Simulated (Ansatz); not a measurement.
Start from `[SiH3][AsH2]` and change one atom or group to get `N[AsH][SiH3]`.

Ansatz, PBE0-D4/def2-TZVP geometries, multiplicity 1. Each molecule was computed in one conformer, which needn't be the lowest.

Scalar relativity is left out up to krypton.

```json
{"property": "ideal-gas entropy at 298 K and 1 bar (rigid rotor, harmonic PBE0-D4/def2-TZVP) / J/(mol·K)", "`[SiH3][AsH2]`": "293"}
{"property": "size of the dipole moment (B3LYP/def2-TZVPP) / D", "`[SiH3][AsH2]`": "0.30"}
{"property": "LUMO energy (PBE0/def2-TZVPP) / eV", "`[SiH3][AsH2]`": "0.18"}
{"property": "zero-point energy (PBE0-D4/def2-TZVP) / kJ/mol", "`[SiH3][AsH2]`": "105.7"}
{"property": "LUMO energy (B3LYP/def2-TZVPP) / eV", "`[SiH3][AsH2]`": "-0.04"}
{"property": "HOMO energy (B3LYP/def2-TZVPP) / eV", "`[SiH3][AsH2]`": "-7.34"}
```

Task: Give the same properties after the change, and the shifts. (An estimate is asked.)

Result: Ansatz gave: 
| property | `N[AsH][SiH3]` | shift |
| --- | --- | --- |
| ideal-gas entropy at 298 K and 1 bar (rigid rotor, harmonic PBE0-D4/def2-TZVP) / J/(mol·K) | 326 | 33 |
| size of the dipole moment (B3LYP/def2-TZVPP) / D | 1.27 | 0.97 |
| LUMO energy (PBE0/def2-TZVPP) / eV | -0.33 | -0.51 |
| zero-point energy (PBE0-D4/def2-TZVP) / kJ/mol | 155.3 | 49.6 |
| LUMO energy (B3LYP/def2-TZVPP) / eV | -0.57 | -0.53 |
| HOMO energy (B3LYP/def2-TZVPP) / eV | -6.92 | 0.42 |

With PBE0 the HOMO rises by 0.42 eV and the LUMO falls by 0.51 eV, so the gap narrows by about 0.93 eV. PBE moves the HOMO by 0.54 eV and ωB97M-V by 0.40 eV. The zero-point energy changes by 49.6 kJ/mol with +6 modes. Dipoles are sizes alone; their direction can turn.

B3LYP here is the variant with VWN-RPA as its local correlation; programs differ in this.
